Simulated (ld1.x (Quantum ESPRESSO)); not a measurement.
# Configuration tests for aluminium (TM)

| Item | Value |
| --- | --- |
| Element | Al |
| Generator | ld1.x (Quantum ESPRESSO) 7.5 |
| Type | norm-conserving Troullier–Martins (Kleinman–Bylander form) |
| Functional | PBE |
| Relativity | non-relativistic |
| Frozen core | [Ne] |
| Valence charge | 3 |
| Reference configuration | 3s1 3p2 |
| Partial waves | 3p (bound): rc 2.15 bohr; 3s (bound): rc 1.95 bohr |
| Local potential | the s channel |
| Core correction | a·sin(br)/r model core inside 1.85 bohr |

Energies are relative to the spin-unpolarised reference configuration 3s1 3p2; without spin polarisation the order of configurations can differ from experiment.

```csv
valence configuration,charge,ΔE all-electron (eV),error AE − PS (meV)
3s2 3p1,0,-5.107,+1.3
3s2 3p0,+1,0.664,+0.2
3s2 3p1.3,-0.3,-5.684,+1.6
3s2 3p0.5,+0.5,-3.017,+1.0
3s1 3p1,+1,6.436,+0.8
3s0 3p3,0,5.276,+3.3
```

Question: What are ΔE and the potential's error for 3s1 3p0?

Answer: ΔE = 19.856 eV all-electron; the error (AE − PS) is +1.6 meV.

Levels in the configuration 3s1 3p1:

```tsv
level	all-electron (eV)	pseudo (eV)
3s	-15.575	-15.570
3p	-9.753	-9.752
```
